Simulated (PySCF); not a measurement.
# CaBr: mean field, correlation and small terms against distance

State: ²Σ⁺, doublet, unpaired electrons σ ↑. ROHF-based CCSD(T) in PySCF 2.14 with Ca cc-pwCVDZ-X2C, Br aug-cc-pVDZ-DK and Ca cc-pwCVTZ-X2C, Br aug-cc-pVTZ-DK (frozen core orbitals: 19; spin-free X2C with a Gaussian nucleus). Correlation energies are extrapolated as n⁻³ (n = 2, 3), Hartree–Fock as (n+1)·exp(−9√n). All energies in eV from Ca + Br.

| R (Å) | HF/CBS | CCSD corr. | (T) | total |
| --- | --- | --- | --- | --- |
| 2.2903 | -2.594 | -0.348 | -0.0657 | -3.008 |
| 2.3944 | -3.039 | -0.269 | -0.0580 | -3.367 |
| 2.4985 | -3.286 | -0.209 | -0.0524 | -3.548 |
| 2.6026 | -3.393 | -0.162 | -0.0484 | -3.603 |
| 2.7067 | -3.401 | -0.126 | -0.0456 | -3.572 |
| 2.8368 | -3.317 | -0.092 | -0.0434 | -3.453 |
| 2.9669 | -3.168 | -0.069 | -0.0422 | -3.279 |

A fit to the total gives Re = 2.6109 Å, De = 3.603 eV, ωe = 280.3 cm⁻¹, Be = 0.09322 cm⁻¹ (masses 39.9626 and 78.9183 u).

At R = 2.6026 Å the CCSD correlation energy is -0.332469 hartree in the smaller basis and -0.436821 in the larger. Extrapolate it.

(3³·E3 − 2³·E2)/(3³ − 2³) = -0.48076 hartree; the larger basis holds 90.9 % of it.

The T1 diagnostic is 0.015. The state was picked by a PBE0 search and need not be the measured ground state. Spin–orbit coupling, excitations beyond (T) and corrections to the Born–Oppenheimer picture are left out.
